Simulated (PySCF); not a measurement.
FH₂O₂STa, multiplicity 1. Atoms are numbered in the order given.

```xyz
7

Ta    -0.1641    -0.0101     0.0000
S      2.0138    -0.0236     0.0000
F     -0.7968    -1.7916     0.0000
O     -0.7708     0.9097    -1.5420
H     -0.3688     1.3417    -2.3049
O     -0.7708     0.9097     1.5420
H     -0.3688     1.3417     2.3049
```
Charge 0, spin multiplicity 1.

Geometry: B3LYP-D3(BJ)/def2-SVP. The spin state was assumed, not searched. The structure was generated by enumeration; whether it is a known compound was not checked. The def2 effective core potentials stand for the cores of Ta; spin–orbit coupling is left out. One conformer was computed; it need not be the lowest.

Computed with PBE/def2-TZVP run with PySCF.

ESP charges are fitted to the potential on shells at 1.4 to 2.0 van der Waals radii. Atomic charges (e):

```tsv
atom	Mulliken	ESP fit	Löwdin
Ta1	1.22	0.81	0.35
S2	-0.39	-0.37	(withheld)
F3	-0.35	-0.21	(withheld)
O4	-0.59	-0.48	(withheld)
H5	0.34	0.37	0.18
O6	-0.59	-0.48	(withheld)
H7	0.34	0.37	0.18
```

Problem. What belongs in the gaps? (Estimate from the structure and the level; the computed values follow.)

Solution. 
- S2, Löwdin: 0.01
- F3, Löwdin: -0.20
- O4, Löwdin: -0.26
- O6, Löwdin: -0.26
